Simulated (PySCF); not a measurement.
## Electron correlation in Sn (tin, neutral)

[Kr] 4d10 5s2 5p2, high-spin 3P determinant. Computed with PySCF 2.14 in aug-cc-pwCVTZ-PP with ECP28MDF, with scalar relativity through the core potential. Frozen: 4s2 4p6 4d10; 4 electrons correlated.

```json
{"level": "CCSD", "correlation energy (mhartree)": "-57.51"}
{"level": "(T)", "correlation energy (mhartree)": "-1.73"}
{"level": "CCSD(T)", "correlation energy (mhartree)": "-59.24"}
```

Diagnostics: T1 = 0.0097, D1 = 0.0252, largest double amplitude 0.071.

Q: Is a single reference adequate?

A: Mostly. T1 lies below 0.03, but a double amplitude of this size points to a near-degeneracy that CCSD handles and MP2 describes poorly.
